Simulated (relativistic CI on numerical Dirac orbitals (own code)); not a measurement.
Line list: Forbidden lines, Ta XVIII

Method of calculation: Dirac-Coulomb-Breit CI, separate exchange-only KLI orbitals for each configuration, a model potential for QED, unscaled Slater integrals (own radial code, finite nucleus).

Configuration list (outside the closed core [Ar] 3d10): 4s2.4p6.4d10.4f10, 4s2.4p6.4d10.4f9.5s, 4s2.4p6.4d9.4f11, 4s2.4p6.4d10.4f9.6s, 4s2.4p5.4d10.4f11, 4s.4p6.4d10.4f11, 4s2.4p6.4d10.4f8.5s2, 4s2.4p6.4d10.4f7.5s2.6s, 4p6.4d10.4f12, 4p6.4d9.4f13, 4p5.4d10.4f13. Double excitations out of closed p, d and f shells are left out; levels of such configurations are missing from the list, as are those of other unlisted configurations, and high levels can miss mixing partners.

```
λ vac (Å)                           Lower                           Upper  Type   A (s⁻¹)  log gf
   1862.7      4s2.4p6.4d10.4f10 5I_8 [1]     4s2.4p6.4d10.4f10 3L_9 [18]    M1  9.96e+00   -7.01
   1969.4      4s2.4p6.4d10.4f10 5I_8 [1]     4s2.4p6.4d10.4f10 3K_7 [16]    M1  1.91e+01   -6.78
   2332.3      4s2.4p6.4d10.4f10 5I_7 [2]     4s2.4p6.4d10.4f10 3H_6 [19]    M1  2.15e+02   -5.64
   2565.3      4s2.4p6.4d10.4f10 5I_8 [1]      4s2.4p6.4d10.4f10 3K_8 [8]    M1  2.02e+02   -5.47
   2586.5      4s2.4p6.4d10.4f10 5I_6 [3]     4s2.4p6.4d10.4f10 3K_6 [24]    M1  2.14e+01   -6.55
   2653.1      4s2.4p6.4d10.4f10 5I_6 [3]     4s2.4p6.4d10.4f10 5G_5 [23]    M1  7.07e+01   -6.09
   2655.2      4s2.4p6.4d10.4f10 5I_7 [2]     4s2.4p6.4d10.4f10 3K_7 [16]    M1  8.50e+01   -5.87
   2877.4      4s2.4p6.4d10.4f10 5I_6 [3]     4s2.4p6.4d10.4f10 3H_6 [19]    M1  7.47e+00   -6.92
   2967.2      4s2.4p6.4d10.4f10 5I_5 [4]     4s2.4p6.4d10.4f10 3K_6 [24]    M1  2.07e+01   -6.45
   3053.8      4s2.4p6.4d10.4f10 5I_7 [2]     4s2.4p6.4d10.4f10 5G_6 [12]    M1  1.38e+02   -5.60
   3055.1      4s2.4p6.4d10.4f10 5I_5 [4]     4s2.4p6.4d10.4f10 5G_5 [23]    M1  6.74e+00   -6.98
   3057.3      4s2.4p6.4d10.4f10 5I_5 [4]     4s2.4p6.4d10.4f10 3F_4 [22]    M1  2.96e+01   -6.43
   3385.2      4s2.4p6.4d10.4f10 5I_6 [3]     4s2.4p6.4d10.4f10 3K_7 [16]    M1  3.13e+01   -6.09
   3587.9      4s2.4p6.4d10.4f10 5F_5 [6]     4s2.4p6.4d10.4f10 3K_6 [24]    M1  6.43e+00   -6.79
   3613.0      4s2.4p6.4d10.4f10 5I_6 [3]     4s2.4p6.4d10.4f10 3G_5 [15]    M1  5.99e+01   -5.89
   3663.9      4s2.4p6.4d10.4f10 5I_4 [5]     4s2.4p6.4d10.4f10 5G_5 [23]    M1  8.96e+00   -6.70
   3666.9      4s2.4p6.4d10.4f10 5I_4 [5]     4s2.4p6.4d10.4f10 3F_4 [22]    M1  8.80e+01   -5.80
   3717.2      4s2.4p6.4d10.4f10 5F_5 [6]     4s2.4p6.4d10.4f10 5G_5 [23]    M1  4.62e+01   -5.98
   3720.3      4s2.4p6.4d10.4f10 5F_5 [6]     4s2.4p6.4d10.4f10 3F_4 [22]    M1  5.81e+01   -5.96
   3841.3      4s2.4p6.4d10.4f10 5I_5 [4]     4s2.4p6.4d10.4f10 3G_4 [17]    M1  7.93e+00   -6.80
   3865.9      4s2.4p6.4d10.4f10 5I_7 [2]      4s2.4p6.4d10.4f10 3K_8 [8]    M1  2.03e+01   -6.11
   4061.0      4s2.4p6.4d10.4f10 5I_6 [3]     4s2.4p6.4d10.4f10 5G_6 [12]    M1  1.28e+01   -6.38
   4173.0      4s2.4p6.4d10.4f10 5F_5 [6]     4s2.4p6.4d10.4f10 3H_6 [19]    M1  1.95e+01   -6.18
   4578.5      4s2.4p6.4d10.4f10 5S_2 [7]     4s2.4p6.4d10.4f10 5F_2 [21]    M1  2.52e+01   -6.40
   4775.1      4s2.4p6.4d10.4f10 5F_4 [9]     4s2.4p6.4d10.4f10 5G_3 [25]    M1  2.08e+01   -6.30
   4949.7      4s2.4p6.4d10.4f10 5F_5 [6]     4s2.4p6.4d10.4f10 3G_4 [17]    M1  6.25e+01   -5.68
   5073.6     4s2.4p6.4d10.4f10 5S_2 [10]     4s2.4p6.4d10.4f10 3F_2 [27]    M1  3.27e+01   -6.20
   5156.9     4s2.4p6.4d10.4f10 5F_3 [11]     4s2.4p6.4d10.4f10 3F_2 [27]    M1  6.11e+01   -5.91
   5921.5      4s2.4p6.4d10.4f10 5F_5 [6]     4s2.4p6.4d10.4f10 3G_5 [15]    M1  4.84e+01   -5.55
   6801.0      4s2.4p6.4d10.4f10 3K_8 [8]     4s2.4p6.4d10.4f10 3L_9 [18]    M1  1.12e+01   -5.83
   7270.0      4s2.4p6.4d10.4f10 5I_5 [4]      4s2.4p6.4d10.4f10 5F_4 [9]    M1  7.12e+00   -6.29
   7491.4     4s2.4p6.4d10.4f10 5F_3 [11]     4s2.4p6.4d10.4f10 5F_2 [21]    M1  6.38e+01   -5.57
   7625.0      4s2.4p6.4d10.4f10 5I_8 [1]      4s2.4p6.4d10.4f10 5I_7 [2]    M1  9.78e+01   -4.89
   7652.7     4s2.4p6.4d10.4f10 5G_6 [12]     4s2.4p6.4d10.4f10 5G_5 [23]    M1  8.09e+01   -5.11
   8478.5      4s2.4p6.4d10.4f10 3K_8 [8]     4s2.4p6.4d10.4f10 3K_7 [16]    M1  3.60e+01   -5.23
   9075.0      4s2.4p6.4d10.4f10 5S_2 [7]     4s2.4p6.4d10.4f10 5F_1 [13]    M1  3.28e+01   -5.92
   9267.6      4s2.4p6.4d10.4f10 5I_6 [3]      4s2.4p6.4d10.4f10 5F_5 [6]    M1  2.03e+01   -5.54
  10962.8     4s2.4p6.4d10.4f10 3K_7 [16]     4s2.4p6.4d10.4f10 3K_6 [24]    M1  1.86e+01   -5.36
  11426.7  4s2.4p6.4d10.4f9.5s 7H°_8 [14]  4s2.4p6.4d10.4f9.5s 7H°_7 [20]    M1  3.62e+01   -4.97
  11541.9     4s2.4p6.4d10.4f10 3G_4 [17]     4s2.4p6.4d10.4f10 5G_3 [25]    M1  2.18e+01   -5.52
  12312.7      4s2.4p6.4d10.4f10 5I_7 [2]      4s2.4p6.4d10.4f10 5I_6 [3]    M1  3.70e+01   -4.96
  12617.7      4s2.4p6.4d10.4f10 5F_5 [6]      4s2.4p6.4d10.4f10 5F_4 [9]    M1  1.17e+01   -5.60
  16116.8  4s2.4p6.4d10.4f9.5s 7H°_7 [20]  4s2.4p6.4d10.4f9.5s 7H°_6 [26]    M1  2.15e+01   -4.96
  18389.3      4s2.4p6.4d10.4f10 5I_5 [4]      4s2.4p6.4d10.4f10 5I_4 [5]    M1  8.89e+00   -5.39
  20159.4      4s2.4p6.4d10.4f10 5I_6 [3]      4s2.4p6.4d10.4f10 5I_5 [4]    M1  7.76e+00   -5.28
```

Terms are leading LS components. Brackets give the number of a level in order of energy, since labels repeat. The list gives strong lines, with weight on those to low levels, among the lowest 200 of 2603 levels, so that lines to higher ones, which can be the strongest, are missing. Levels whose partners in the same complex of configurations lie outside the list can be far off, and so can their lines. Rates are taken at the computed energies, electric ones in the length gauge.

At this charge transitions that keep the count of f electrons are usually good to a few per cent. Terms inside the open d or f shell come out 10 to 20 % too wide with unscaled integrals. Levels that differ in their count of f electrons can be misplaced by several ten thousand cm⁻¹, since the correlation energy of f electrons is missing or only estimated; rates across such gaps can be off by orders of magnitude.

Problem. From the table, what is the radiative lifetime of 4s2.4p6.4d10.4f10 5G_5?

Solution. The listed rates from this level add up to about 2.14e+02 s⁻¹, 97 % of its decay; with all channels τ = 4.55e-03 s.

LS names give the leading component of a level, which can be under half, so a name can repeat, a term be missing and a line seem to break the LS rules.
